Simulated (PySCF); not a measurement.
C2H3BrF2, SMILES CC(F)(F)Br.

The structure is a stationary point at PBE0-D3(BJ)/def2-SVP.

Level of theory: PySCF with M06-2X/def2-TZVP.

Symmetry labels are those of the subgroup Cs that the program uses (full group Cs).

Computed valence orbital energies around the gap with their symmetry:
```
orbital  symmetry  energy (eV)
-------  --------  -----------
HOMO−7         A"       -15.35
HOMO−6         A"       -14.56
HOMO−5         A'       -14.33
HOMO−4         A"       -13.39
HOMO−3         A'       -13.25
HOMO−2         A'       -11.39
HOMO−1         A"        -9.90
HOMO           A'        -9.84
LUMO           A'         0.46
LUMO+1         A'         1.96
LUMO+2         A"         3.33
LUMO+3         A'         3.46
```
